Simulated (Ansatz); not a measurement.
Input file for C2HCl2FTi, SMILES `C#[C][Ti]([F])([Cl])[Cl]`:

```yaml
crystal:
  periodic: [false, false, false]
  atoms:
    - {symbol: C, position_ang: [1.560028, -1.348883, 0.533980]}
    - {symbol: C, position_ang: [0.657947, -0.598628, 0.219842]}
    - {symbol: Ti, position_ang: [-0.841389, 0.609054, -0.303358]}
    - {symbol: F, position_ang: [-2.187288, -0.371008, -0.785283]}
    - {symbol: Cl, position_ang: [-0.142830, 1.834353, -1.950455]}
    - {symbol: Cl, position_ang: [-1.338561, 1.814585, 1.429218]}
    - {symbol: H, position_ang: [2.353394, -2.007475, 0.810256]}
basis:
  gaussian: {orbitals: def2-TZVPP}
correlation: {method: ccsd_t}
output: {orbitals: {seedname: orbitals}}
```

```sh
$ ansatz run in.yaml --threads 4 --pin off --events-out ev --progress --plain --max-ram 10444MiB
```

The program prints (abridged):

```
Functional definition: HF
1623 factors; integrals over basis functions are off by at most 7.1e-4 eV
mean field evaluation 1: about -52874.9721 eV, gradient 5.8e1 eV
mean field evaluation 2: about -52875.2818 eV, gradient 5.8e1 eV
mean field evaluation 4: about -52882.3626 eV, gradient 7.9e0 eV
mean field evaluation 8: about -52882.5631 eV, gradient 1.4e0 eV
mean field evaluation 16: about -52882.5728 eV, gradient 1.3e-6 eV
mean field -52882.57284334 eV, -1943.3987068973 hartree, gradient 1.4e-6 eV, S^2 0.000000; 0 other end points of the search recorded, 0 dependent functions left out
18 core orbitals not correlated: weight in the atoms' cores, before any rotation towards them, 1.000 or more for the frozen orbitals, at most 0.000 for the correlated occupied ones
reference -52882.57284334 eV, -1943.3987068973 hartree; 21, 21 occupied and 216, 216 virtual orbitals, 1623 factors
second order -36.92216911 eV of doubles, -0.00000000 eV of singles
cycle   1  -35.72849538 eV  change     1.2e0 eV  update   2.8e-1
cycle   2  -37.11531542 eV  change    -1.4e0 eV  update   2.1e-1
cycle   3  -37.47929873 eV  change   -3.6e-1 eV  update   6.1e-2
cycle   4  -37.51304038 eV  change   -3.4e-2 eV  update   2.4e-2
cycle   5  -37.49033011 eV  change    2.3e-2 eV  update   8.7e-3
cycle   6  -37.48304508 eV  change    7.3e-3 eV  update   3.9e-3
cycle   7  -37.48496662 eV  change   -1.9e-3 eV  update   1.3e-3
cycle   8  -37.48538884 eV  change   -4.2e-4 eV  update   9.2e-4
cycle   9  -37.48514156 eV  change    2.5e-4 eV  update   3.8e-4
cycle  10  -37.48552211 eV  change   -3.8e-4 eV  update   2.2e-4
cycle  11  -37.48542440 eV  change    9.8e-5 eV  update   8.1e-5
cycle  12  -37.48525216 eV  change    1.7e-4 eV  update   4.4e-5
cycle  13  -37.48528189 eV  change   -3.0e-5 eV  update   2.3e-5
perturbative correction -2.14075183 eV, -0.0786711786 hartree
Total energy: -52922.19887705 eV, -1944.8549367770 hartree
```

Run time 5.6 min (4 threads of an Arm Neoverse V1 on a shared host); peak host memory 5.9 GiB.

The correlation energy is -39.626 eV, 5.4 % of it from (T); the T1 diagnostic reads 0.0238.
